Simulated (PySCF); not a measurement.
# Two-component Hartree-Fock for Al⁺ (aluminium, charge +1)

Start: [Ne] 3s2. Calculated with PySCF 2.14 in x2c-SVPall-2c (4s4p1d, 21 functions): generalised Hartree-Fock with the X2C-1e Hamiltonian and a Gaussian nucleus; one run each with spin-orbit coupling (SO) switched off, then screened by Boettger's factors.

| spinor shell | electrons | ε, spin-free (eV) | ε, screened SO (eV) | weight of nominal j (screened SO) | rms radius, screened SO (bohr) |
| --- | --- | --- | --- | --- | --- |
| 1s1/2 | 2 | -1602.7 | -1602.7 | 1.000 | 0.139 |
| 2s1/2 | 2 | -142.34 | -142.34 | 1.000 | 0.676 |
| 2p1/2 | 2 | -95.767 | -96.087 | 1.000 | 0.673 |
| 2p3/2 | 4 | -95.767 | -95.607 | 1.000 | 0.675 |
| 3s1/2 | 2 | -17.701 | -17.701 | 1.000 | 2.62 |

| quantity | spin-free | screened SO |
| --- | --- | --- |
| E (hartree) | -242.01503 | -242.01512 |
| M_J | 0 | 0 |
| ⟨J²⟩ | 0.000 | 0.000 |
| ⟨L²⟩ | 0.000 | 0.000 |
| ⟨S²⟩ | 0.000 | 0.000 |

Without spin-orbit coupling the j labels of p, d and f shells carry no meaning; the spin-free column gives the mean over the occupied spinors of each nl shell.
